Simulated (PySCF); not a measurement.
Compound: Ge(OMe)H3, CH₆GeO.
Bonds: Ge1–O2, O2–C3. Hydrogens: H7, H8, H9 on Ge1; H4, H5, H6 on C3.

The calculation used PBE0-D3(BJ)/def2-SVP geometry optimisation, gas phase (PySCF).

List the bond lengths and angles at this level.

```csv
bond,length (Å)
Ge1–O2,1.782
"Ge1–H7, Ge1–H9",1.544
Ge1–H8,1.532
O2–C3,1.397
"C3–H4, C3–H5, C3–H6",1.106
```

Bonds in one row agree within 0.01 Å and their mean is given. A selection of angles:
```csv
angle,degrees
O2–Ge1–H7,109.1
O2–Ge1–H8,104.8
H7–Ge1–H8,111.9
H7–Ge1–H9,109.8
Ge1–O2–C3,119.6
O2–C3–H4,112.7
O2–C3–H5,108.6
H4–C3–H5,107.5
```

Ge1 (germanium bonded to O and 3 H) is distorted tetrahedral (angles from 104.8° to 111.9°).

Point group: Cs (tolerance 0.08 Å). No PBE0-D3(BJ)/def2-SVP frequencies stand behind this structure, so it isn't proved a minimum.
